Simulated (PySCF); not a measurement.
CH3, multiplicity 2. Atoms are numbered in the order given.

```xyz
4

C      0.0000     0.0000     0.0000
H     -1.0872     0.0000     0.0000
H      0.5436    -0.9415     0.0000
H      0.5436     0.9415     0.0000
```
Charge 0, spin multiplicity 2.

Geometry optimised at PBE-D3(BJ)/def2-TZVPD.

The numbers are results of CAM-B3LYP/def2-TZVPD run with PySCF, not measurements.

Mulliken values depend strongly on the basis, most of all with diffuse functions as here. ESP charges are fitted to the potential on shells at 1.4 to 2.0 van der Waals radii. Atomic charges (e):

```json
[
 {"atom": "C1", "ESP fit": "-0.65", "meta-Löwdin": "[?]", "Mulliken": "-0.65", "Mulliken spin": "1.05"},
 {"atom": "H2", "ESP fit": "0.22", "meta-Löwdin": "[?]", "Mulliken": "0.22", "Mulliken spin": "-0.02"},
 {"atom": "H3", "ESP fit": "0.22", "meta-Löwdin": "[?]", "Mulliken": "0.22", "Mulliken spin": "-0.02"},
 {"atom": "H4", "ESP fit": "0.22", "meta-Löwdin": "[?]", "Mulliken": "0.22", "Mulliken spin": "-0.02"}
]
```

Problem. What belongs in the gaps? (The exact figures need the calculation; the answer reports its results.)

Solution. 
- C1, meta-Löwdin: -0.38
- H2, meta-Löwdin: 0.13
- H3, meta-Löwdin: 0.13
- H4, meta-Löwdin: 0.13
